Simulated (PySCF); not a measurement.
Correlation energy of Ge⁺ (germanium, charge +1)

[Ar] 3d10 4s2 4p1, 2P determinant. Calculation: PySCF 2.14, in 6-31G* (5s4p3d, 32 functions); no relativity, point nucleus. Frozen: [Ar] 3d10; 3 electrons correlated.

MP2 pair energies summed by pair of shells (mhartree):

```csv
pair,energy,share (%)
4s-4s,-18.20,59.1
4s-4p,-12.59,40.9
```

Total MP2 correlation energy: -30.79 mhartree.

Same-spin part -1.91 and opposite-spin part -28.88 mhartree; SCS-MP2 scales them by 1/3 and 6/5 to -35.29 mhartree.

```csv
level,correlation energy (mhartree)
CCSD,-45.87
(T),-0.46
CCSD(T),-46.33
```

Diagnostics: T1 = 0.0089, D1 = 0.0212, largest double amplitude 0.099.

Is a single reference adequate?

Mostly. T1 lies below 0.03, but a double amplitude of this size points to a near-degeneracy that CCSD handles and MP2 describes poorly.
